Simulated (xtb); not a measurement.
A run for xtb: GFN1-xTB on BH5S (a complex), monomers drawn apart or pushed together.

```
$ xtb mol.xyz --gfn 1 --sp --chrg 0 --uhf 0
7

B     -0.44935254    -0.32521441     0.66950254
H      0.40567798    -0.88714144     0.03847326
H     -1.24783784    -1.05692590     1.19111274
H     -0.87943141     0.69035951     0.20214063
S      0.52155692     0.16810646     2.13510913
H     -0.30700025     1.01066095     2.78006302
H      1.28572317     1.17412378     1.66997521
```

Program output:

```
[...]
           -------------------------------------------------
          |                Calculation Setup                |
           -------------------------------------------------



           -------------------------------------------------
          |                 G F N 1 - x T B                 |
           -------------------------------------------------

        Reference                      10.1021/acs.jctc.7b00118
      * Hamiltonian:
        H0-scaling (s, p, d)           1.850000    2.250000    2.000000
        zeta-weighting                 0.000000
      * Dispersion:
        s8                             2.400000
        a1                             0.630000
        a2                             5.000000
        s9                             0.000000
      * Repulsion:
        kExp                           1.500000
        rExp                           1.000000
      * Coulomb:
        alpha                          2.000000
        third order                    atomic
        anisotropic                    false
      * Halogen bond correction:
        rad-scale                      1.300000
        damping                        0.440000


          ...................................................
          :                      SETUP                      :
          :.................................................:
          :  # basis functions                  24          :
          :  # atomic orbitals                  23          :
          :  # shells                           15          :
          :  # electrons                        14          :
          :  # halogen bonds                     0          :
          :  max. iterations                   250          :
          :  Hamiltonian                  GFN1-xTB          :
          :  restarted?                      false          :
          :  GBSA solvation                  false          :
          :  PC potential                    false          :
          :  electronic temp.          300.0000000     K    :
          :  accuracy                    1.0000000          :
          :  -> integral cutoff          0.2500000E+02      :
          :  -> integral neglect         0.1000000E-07      :
          :  -> SCF convergence          0.1000000E-05 Eh   :
          :  -> wf. convergence          0.2000000E-04 e    :
          :  Broyden damping             0.4000000          :
          :  net charge                          0          :
          :  unpaired electrons                  0          :
          ...................................................

 iter      E             dE          RMSdq      gap      omega  full diag
   1     -7.7492751 -0.774928E+01  0.699E+00    7.76       0.0  T
   2     -7.8015141 -0.522390E-01  0.386E+00    5.95       1.0  T
   3     -7.8032219 -0.170777E-02  0.115E+00    5.46       1.0  T
   4     -7.8032530 -0.311092E-04  0.208E-01    5.33       1.0  T
   5     -7.8033234 -0.703317E-04  0.518E-02    5.41       1.0  T
   6     -7.8033269 -0.350593E-05  0.494E-03    5.43       7.7  T
   7     -7.8033269 -0.294386E-07  0.165E-04    5.44     229.6  T
   8     -7.8033269 -0.587557E-10  0.108E-04    5.44     350.8  T

   *** convergence criteria satisfied after 8 iterations ***

         #    Occupation            Energy/Eh            Energy/eV
      -------------------------------------------------------------
         1        2.0000           -0.9370631             -25.4988
         2        2.0000           -0.5911215             -16.0852
         3        2.0000           -0.5858662             -15.9422
         4        2.0000           -0.5458338             -14.8529
         5        2.0000           -0.4549848             -12.3808
         6        2.0000           -0.4140247             -11.2662
         7        2.0000           -0.4128844             -11.2352 (HOMO)
         8                         -0.2131397              -5.7998 (LUMO)
         9                         -0.1977247              -5.3804
        10                         -0.1445405              -3.9331
        11                         -0.1164278              -3.1682
        12                         -0.1027097              -2.7949
       ...                                ...                  ...
        23                          0.5248640              14.2823
      -------------------------------------------------------------
                  HL-Gap            0.1997447 Eh            5.4353 eV
             Fermi-level           -0.3130121 Eh           -8.5175 eV

 SCC (total)                   0 d,  0 h,  0 min,  0.010 sec
 SCC setup                      ...        0 min,  0.000 sec (  2.006%)
 Dispersion                     ...        0 min,  0.000 sec (  1.335%)
 classical contributions        ...        0 min,  0.000 sec (  0.451%)
 integral evaluation            ...        0 min,  0.002 sec ( 23.800%)
 iterations                     ...        0 min,  0.003 sec ( 28.722%)
 molecular gradient             ...        0 min,  0.004 sec ( 39.794%)
 printout                       ...        0 min,  0.000 sec (  3.560%)

         :::::::::::::::::::::::::::::::::::::::::::::::::::::
         ::                     SUMMARY                     ::
         :::::::::::::::::::::::::::::::::::::::::::::::::::::
         :: total energy              -7.741956463639 Eh    ::
         :: gradient norm              0.067564750027 Eh/a0 ::
         :: HOMO-LUMO gap              5.435329680316 eV    ::
         ::.................................................::
         :: SCC energy                -7.803326886641 Eh    ::
         :: -> electrostatic           0.017159609276 Eh    ::
         :: repulsion energy           0.062888425152 Eh    ::
         :: dispersion energy         -0.001518002150 Eh    ::
         :: halogen bond corr.         0.000000000000 Eh    ::
         :: add. restraining           0.000000000000 Eh    ::
         :: total charge              -0.000000000000 e     ::
         :::::::::::::::::::::::::::::::::::::::::::::::::::::

           -------------------------------------------------
          |                Property Printout                |
           -------------------------------------------------

    * Orbital Energies and Occupations

         #    Occupation            Energy/Eh            Energy/eV
      -------------------------------------------------------------
         1        2.0000           -0.9370631             -25.4988
         2        2.0000           -0.5911215             -16.0852
         3        2.0000           -0.5858662             -15.9422
         4        2.0000           -0.5458338             -14.8529
         5        2.0000           -0.4549848             -12.3808
         6        2.0000           -0.4140247             -11.2662
         7        2.0000           -0.4128844             -11.2352 (HOMO)
         8                         -0.2131397              -5.7998 (LUMO)
         9                         -0.1977247              -5.3804
        10                         -0.1445405              -3.9331
        11                         -0.1164278              -3.1682
        12                         -0.1027097              -2.7949
        13                         -0.1001062              -2.7240
        14                         -0.0949415              -2.5835
        15                         -0.0251751              -0.6850
        16                         -0.0114597              -0.3118
        17                         -0.0081095              -0.2207
        18                          0.1021847               2.7806
       ...                                ...                  ...
        23                          0.5248640              14.2823
Note: The following floating-point exceptions are signalling: IEEE_DENORMAL
normal termination of xtb
      -------------------------------------------------------------
                  HL-Gap            0.1997447 Eh            5.4353 eV
             Fermi-level           -0.3130121 Eh           -8.5175 eV

  Mulliken/CM5 charges         n(s)   n(p)   n(d)
     1B     0.01915 -0.33647   0.876  2.105  0.000
     2H    -0.10817 -0.00495   1.108  0.000  0.000
     3H    -0.10818 -0.00496   1.108  0.000  0.000
     4H    -0.12279 -0.01964   1.123  0.000  0.000
     5S     0.00268 -0.08764   1.913  4.050  0.034
     6H     0.15866  0.22684   0.841  0.000  0.000
     7H     0.15866  0.22683   0.841  0.000  0.000

Wiberg/Mayer (AO) data.
largest (>0.10) Wiberg bond orders for each atom

 ---------------------------------------------------------------------------
     #   Z sym  total        # sym  WBO       # sym  WBO       # sym  WBO
 ---------------------------------------------------------------------------
     1   5 B    3.581 --     4 H    0.956     2 H    0.942     3 H    0.942
                             5 S    0.707
     2   1 H    0.992 --     1 B    0.942
     3   1 H    0.992 --     1 B    0.942
     4   1 H    0.987 --     1 B    0.956
     5  16 S    2.647 --     6 H    0.943     7 H    0.943     1 B    0.707
     6   1 H    0.990 --     5 S    0.943
     7   1 H    0.990 --     5 S    0.943
 ---------------------------------------------------------------------------

Topologies differ in total number of bonds
Writing topology from bond orders to xtbtopo.mol

 dipole moment from electron density (au)
     X       Y       Z
   0.7545   1.1035   1.2449  total (Debye):    4.643


           -------------------------------------------------
          | TOTAL ENERGY               -7.741956463639 Eh   |
          | GRADIENT NORM               0.067564750027 Eh/α |
          | HOMO-LUMO GAP               5.435329680316 eV   |
           -------------------------------------------------

------------------------------------------------------------------------
------------------------------------------------------------------------
 total:
 SCF:
```

The run finished.

Cost: very roughly 0.07 core-seconds.
